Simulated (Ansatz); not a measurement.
Mulliken charges of H₄InNOS (`[NH2][In]([OH])[SH]`) from B3LYP/def2-TZVPP in Ansatz (PBE0-D4/def2-TZVP geometry).

```csv
atom,x (Å),y (Å),z (Å),charge (e)
N1,-0.663,1.448,-0.602,-0.470
In2,0.224,-0.170,0.201,0.801
O3,1.910,0.188,1.176,-0.516
S4,-0.675,-2.372,0.242,-0.367
H5,-1.240,1.288,-1.415,0.128
H6,-0.040,2.222,-0.787,0.140
H7,2.260,-0.584,1.627,0.172
H8,-1.776,-2.020,-0.442,0.111
```

Task: By hand: the dipole of these point charges (1 e Å = 4.8032 D).

Result: Σ q r = (-0.220, 0.108, -0.312) e Å, of length 0.397 e Å = 1.91 D.

Task: How does the dipole of the full density compare? (Estimate.)

Result: The calculation gave: (-0.149, -0.011, -0.320) e Å, 1.70 D; the point charges give 1.12 times that, at 20° from its direction.

Point charges leave out the atoms' own dipoles, such as those of lone pairs, and Mulliken's split depends on the basis, so the two needn't agree.

B3LYP here is the variant with VWN-RPA as its local correlation; programs differ in this.
